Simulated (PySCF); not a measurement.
# How methods differ on the interval between two levels of Mo³⁺

Mo³⁺ [Kr] 4d3 [4F9/2, M_J = 9/2] → Mo³⁺ [Kr] 4d2 5s1 [4F9/2, M_J = 9/2], as a difference of total energies. Calculation: PySCF 2.14, in x2c-SVPall-2c with one added diffuse shell each of s, p, d type (7s9p7d1f, 76 functions); the two-component X2C-1e Hamiltonian. Correlated levels: [Ar] 3d10 frozen; the 6 highest virtual spinors dropped. "Screened" scales the spin-orbit matrix elements by Boettger's factors to mimic the two-electron term; Breit and QED terms are absent.

| method | interval between two levels (cm⁻¹) |
| --- | --- |
| GHF (spin-free) | 68657 |
| GMP2 (spin-free) | 67301 |
| GHF (screened spin-orbit) | 68841 |
| GMP2 (screened spin-orbit) | 67502 |

The labels give the starting determinants; with spin-orbit coupling the two ends relaxed to ⟨J²⟩ = 24.76, ⟨L²⟩ = 12.11, ⟨S²⟩ = 3.72 and ⟨J²⟩ = 24.76, ⟨L²⟩ = 12.04, ⟨S²⟩ = 3.75.
